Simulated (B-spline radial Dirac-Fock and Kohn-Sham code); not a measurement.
Elastic and transport cross sections of germanium for electrons

Model: relativistic (Dirac) partial waves in the static field of the Dirac-Fock atom with Furness-McCarthy exchange, without polarisation or absorption potentials. Program: an atomic code on a B-spline grid. σ_tr1 and σ_tr2 weight the cross section with 1 − P₁ and 1 − P₂ of cos θ; "backward" is the share scattered beyond 90°.

```
energy (eV)  σ (a₀²)  σ_tr1 (a₀²)  σ_tr2 (a₀²)  σ/σ_tr1  backward (%)
      13800     1.20       0.0263       0.0578     45.6          0.34
      14200     1.17       0.0251       0.0553     46.8          0.32
      18500    0.964       0.0162       0.0368     59.5          0.23
      18700    0.956       0.0159       0.0361     60.0          0.23
      19800    0.915       0.0145       0.0330     63.2          0.21
      20000    0.909       0.0142       0.0325     63.8          0.21
      22600        ?            ?            ?        ?             ?
      29100    0.681      0.00758       0.0179     89.8          0.13
      30000    0.665      0.00720       0.0170     92.4          0.12
      39300    0.539      0.00456       0.0110      118         0.087
      50000    0.448      0.00302      0.00741      148         0.064
      50500    0.444      0.00297      0.00729      149         0.063
     100000    0.267     0.000933      0.00237      286         0.026
     102000    0.263     0.000903      0.00230      292         0.025
     200000    0.170     0.000297     0.000780      574        0.0099
     300000    0.138     0.000156     0.000415      886        0.0054
```

**Question.** Fill in the row for 22.6 keV.

**Answer.** σ = 0.828 a₀², σ_tr1 = 0.0116 a₀², σ_tr2 = 0.0268 a₀², σ/σ_tr1 = 71.3, backward 0.18 %. The ratio σ/σ_tr1 is roughly the number of elastic collisions that randomise the direction.

Values without a named source are computed, but for edge energies of neutral atoms, which are taken from tables.
